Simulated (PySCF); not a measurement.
Al (aluminium, neutral) across methods

[Ne] 3s1 3p1 3d1, one real determinant (an excited configuration). All numbers are calculated (PySCF 2.14, no relativity, point nucleus, in aug-cc-pwCVDZ).

| method | E (hartree) | mean ε 3s α (eV) | mean ε 3p α (eV) | mean ε 3d α (eV) | Σ⟨r²⟩ (bohr²) | ⟨S²⟩ |
| --- | --- | --- | --- | --- | --- | --- |
| wB97X-V | -241.9791 | -14.311 | -8.326 | -1.392 | 48.31 | 3.750 |
| UHF | -241.57705 | -15.244 | -8.906 | -1.109 | 49.54 | 3.750 |
| revPBE | -241.9998 | -10.762 | -5.334 | -0.236 | 47.95 | 3.750 |
| r2SCAN0 | -242.0097 | -12.243 | -6.440 | -0.407 | 48.30 | 3.750 |
| PBE0 | -241.9291 | -12.027 | -6.307 | -0.508 | 48.22 | 3.750 |
| LDA | -240.9866 | -10.936 | -5.319 | -0.097 | 47.92 | 3.750 |
| PW91 | -242.0256 | -10.865 | -5.376 | -0.206 | 47.80 | 3.750 |
| r2SCAN | -242.0168 | -11.132 | -5.573 | -0.106 | 48.08 | 3.750 |

Problem. Estimate the same row for PBE.

Solution. E (hartree) = -241.9094; mean ε 3s α (eV) = -10.816; mean ε 3p α (eV) = -5.341; mean ε 3d α (eV) = -0.196; Σ⟨r²⟩ (bohr²) = 47.89; ⟨S²⟩ = 3.750.

⟨L²⟩ = 8.01 against 12 for a pure F term, so this real determinant mixes terms. The outer electron is Rydberg-like, and this basis confines it to a smaller radius and binds it less than a complete one would.
